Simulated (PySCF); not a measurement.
**NMR data sheet: C₆H₇Cl₂NSi**

```
Formula                               : C6H7Cl2NSi
SMILES                                : ClC(Cl)[SiH2]c1ccccn1
InChI                                 : InChI=1S/C6H7Cl2NSi/c7-6(8)10-5-3-1-2-4-9-5/h1-4,6H,10H2
Point group of the computed structure : C1
Degrees of unsaturation               : 4
Carbon signals                        : 6
Proton signals                        : 6
```

Mapped SMILES: `[Cl:1][CH:2]([Cl:3])[SiH2:4][c:5]1[cH:6][cH:7][cH:8][cH:9][n:10]1`. Each H is labelled by its parent atom.

- GIAO PBE0/pcSseg-1 shieldings
- coordinates at the GFN2-xTB level
- program: PySCF 2.14.0 with density-fitted response routines
- one computed conformer, gas phase, fast rotation and ring inversion assumed for equivalent nuclei, no relativistic terms

Chemical shifts δ = σref − σ; TMS for $^{1}$H (σref 31.72), $^{13}$C (σref 186.93), $^{29}$Si (σref 349.16); $^{15}$N (σref 267.73) against NH3, all at this level.

| carbon | δC, type | δH (multiplicity) | HMBC from (2–3 bonds) | span of the C tensor (ppm) |
| --- | --- | --- | --- | --- |
| C2 | 71.6, CH | 6.21 (t) | H(Si4) | 71 |
| C5 | 166.0, C | – | H(C9), H(C7), H(C6), H(C2), H(Si4) | 235 |
| C6 | 137.3, CH | 7.81 (m) | H(C7), H(C8), H(Si4) | 247 |
| C7 | 140.6, CH | 7.91 (m) | H(C9), H(C6), H(C8) | 253 |
| C8 | 129.2, CH | 7.45 (m) | H(C9), H(C7), H(C6) | 235 |
| C9 | 155.8, CH | 9.07 (d) | H(C7), H(C8) | 230 |

Other nuclei:
| atoms | nucleus | environment | δ (ppm) | σ (ppm) |
| --- | --- | --- | --- | --- |
| H(Si4) | $^{1}$H | hydrogen on a silicon bonded to 2 C | 4.82 | 26.89 |
| Si4 | $^{29}$Si | silicon bonded to 2 C, 2 H | -34.7 | 383.8 |
| N10 | $^{15}$N | pyridine-type ring nitrogen | 374.6 | -106.9 |

Carbon types of the structure: 1 × C, 5 × CH, leaving 2 H on heteroatoms. δC 166.0: substituted aromatic carbon next to a ring nitrogen. δC 155.8: aromatic CH next to a ring nitrogen; the adjacent pyridine-type nitrogen withdraws density from it. δC 140.6, 137.3, 129.2: aromatic CH. δC 71.6: sp3 CH bonded to 2 Cl and Si; 2 electronegative neighbours deshield it. δH 9.07: hydrogen on an aromatic CH next to a ring nitrogen; ring current plus the neighbouring ring nitrogen.

Carbons that carry Cl, above all several Cl atoms, come out too deshielded, partly because spin–orbit coupling is missing. Shifts are as computed. Against solution values, carbons near 30 ppm lie about +3 ppm off and those near 130 ppm about +5 ppm; carbons on Cl a further +6 ppm. Of 1309 compounds with measured shifts, 239 miss one by over three times the rms of a fit or turn the order of signals round; such compounds aren't used in these exercises. Experimental scales use liquid or dissolved standards, which lie at an offset from isolated NH3 (liquid NH3: subtract about 20 ppm). Unscaled 15N shifts of sp2 nitrogen come out 20 to 40 ppm too high even then. Multiplicities follow the n + 1 count of equivalent neighbours, as no J values were calculated; m marks all less simple cases, F and P coupling included.
